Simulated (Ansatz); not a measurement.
`[OH][GeH]([SiH3])[SH]` + NH₃ → `[NH2][GeH]([OH])[SH]` + SiH₄  (cleavage of the Ge–Si bond)

Gas-phase electronic energies from Ansatz, PBE0-D4/def2-TZVP geometries. CCSD(T)/CBS adds triple-zeta CCSD(T) − MP2 to the extrapolated MP2 energy (def2 sets, frozen cores). This one scheme is used for every species. Functionals use def2-TZVPP. For Ge outer-core shells are correlated without core-valence functions, which leaves a few kJ/mol of doubt a bond. Scalar relativity is left out up to krypton. One conformer a species, not always the lowest.

`[OH][GeH]([SiH3])[SH]`:

Cartesian coordinates in Å:
```
O 0.283 0.016 2.002
Ge 0.567 -0.533 0.328
Si -0.083 1.305 -1.038
S -0.646 -2.353 -0.100
H 0.360 -0.703 2.636
H 2.016 -1.039 0.171
H -1.553 1.478 -0.912
H 0.264 0.993 -2.447
H 0.613 2.545 -0.610
H -1.822 -1.708 -0.029
```

NH₃:

Cartesian coordinates in Å:
```
N 0.041 0.274 -0.049
H 0.398 -0.002 0.857
H -0.942 0.033 -0.069
H 0.503 -0.305 -0.739
```

`[NH2][GeH]([OH])[SH]`:

Z-matrix (Å, degrees):
```
Ge
O 1 1.773
S 1 2.239 2 108.4
N 1 1.814 2 103.4 3 -121.2
H 1 1.535 2 111.8 3 119.5
H 2 0.960 1 110.9 3 -14.8
H 3 1.343 1 93.7 2 95.9
H 4 1.010 1 113.9 2 42.4
H 4 1.010 1 116.3 2 171.9
```

SiH₄:

Cartesian coordinates in Å:
```
Si 0.000 0.000 0.000
H 1.164 0.368 0.845
H 0.370 -1.132 -0.886
H -0.399 1.166 -0.827
H -1.135 -0.402 0.869
```

| level | ΔE (kJ/mol) |
| --- | --- |
| PBE-D4 | 14.9 |
| HF/CBS(def2) | -16.5 |

Task: What does CCSD(T)/CBS give? (Best estimate.)

Result: Ansatz gave: +1.6 kJ/mol. The listed levels differ from it by 13.3, -18.1 kJ/mol.

Largest T1 diagnostic among the species: 0.012.

In def2-TZVPP, CCSD(T) changes the Hartree–Fock value by +13.4 kJ/mol (the triples alone add +1.3 kJ/mol) and MP2 by +10.4 kJ/mol. From PBE to PBE0 (25 % exact exchange), in def2-TZVPP and without D4, ΔE moves by −4.4 kJ/mol.
